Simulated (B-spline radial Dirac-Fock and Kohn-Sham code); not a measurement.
Level of theory: Dirac-Fock ΔSCF + Breit + QED; an atomic code on a B-spline grid. Two-hole levels are in intermediate coupling, intensities from independent-particle Coulomb rates.

Q: These computed lines form the K-LL Auger spectrum of a free neutral atom. Which element, and how are the lines assigned?

| kinetic energy (eV) | relative intensity |
| --- | --- |
| 1085.0 | 10 |
| 1120.9 | 34 |
| 1136.4 | 1 |
| 1136.5 | 3 |
| 1136.7 | 6 |
| 1164.5 | 11 |
| 1168.9 | 100 |

A: Mg ([Ne] 3s2). From low to high energy: K-L1L1 ¹S0, K-L1L3 ¹P1, K-L1L2 ³P0, K-L1L2 ³P1, K-L1L3 ³P2, K-L3L3 ¹S0, K-L2L3 ¹D2. The labels give the leading jj configuration and the leading LS term by weight; in heavy atoms the literature often keeps the label of the LS limit instead.
